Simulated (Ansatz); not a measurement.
Consider the hydrogenolysis of the Si–Se bond: `O[SiH2][Se][SiH3]` + H₂ → `O[SiH3]` + `[SiH3][SeH]`.

Gas-phase electronic energies from Ansatz, PBE0-D4/def2-TZVP geometries. CCSD(T)/CBS adds triple-zeta CCSD(T) − MP2 to the extrapolated MP2 energy (def2 sets, frozen cores). This one scheme is used for every species. DFT in def2-TZVPP. For Se outer-core shells are correlated without core-valence functions, which leaves a few kJ/mol of doubt a bond. Scalar relativity is left out up to krypton. Each species was taken in one conformer, which may not be the lowest.

`O[SiH2][Se][SiH3]`:

Cartesian coordinates in Å:
```
O -0.735 -2.053 -1.181
Si 0.258 -0.752 -1.284
Se -0.808 1.207 -0.807
Si -0.007 1.303 1.323
H -1.281 -2.136 -0.398
H 0.718 -0.714 -2.687
H 1.402 -0.859 -0.340
H 1.450 1.585 1.339
H -0.742 2.398 2.001
H -0.256 0.021 2.033
```

H₂:

Cartesian coordinates in Å:
```
H -0.130 -0.349 -0.019
H 0.130 0.349 0.019
```

`O[SiH3]`:

Z-matrix (Å, degrees):
```
Si
O 1 1.648
H 1 1.489 2 111.7
H 1 1.489 2 111.7 3 120.9
H 1 1.481 2 105.9 3 -119.6
H 2 0.957 1 117.9 3 -60.5
```

`[SiH3][SeH]`:

```xyz
6

Si    0.192    0.489   -0.234
Se   -0.977   -1.464   -0.134
H    -0.258    1.446    0.807
H    -0.095    1.036   -1.583
H     1.650    0.257   -0.081
H    -0.511   -1.765    1.226
```

| level | ΔE (eV) |
| --- | --- |
| r2SCAN-D4 | 0.65 |
| PBE | 0.57 |
| MP2/def2-QZVPP | 0.71 |
| CCSD/CBS(def2) | 0.56 |

What does CCSD(T)/CBS give? (An estimate is asked.)

The calculation gave: +0.62 eV. The listed levels differ from it by 0.03, -0.05, 0.09, -0.06 eV.

Largest T1 diagnostic among the species: 0.011.

In def2-TZVPP, CCSD(T) changes the Hartree–Fock value by +0.27 eV (the triples alone add +0.06 eV) and MP2 by +0.39 eV. The D4 term adds +0.16 eV with B3LYP and +0.09 eV with PBE0; it sums over pairs of atoms, weighted by their polarisabilities, and B3LYP, whose exchange is more repulsive, gets the larger term.

B3LYP here is the variant with VWN-RPA as its local correlation; programs differ in this.
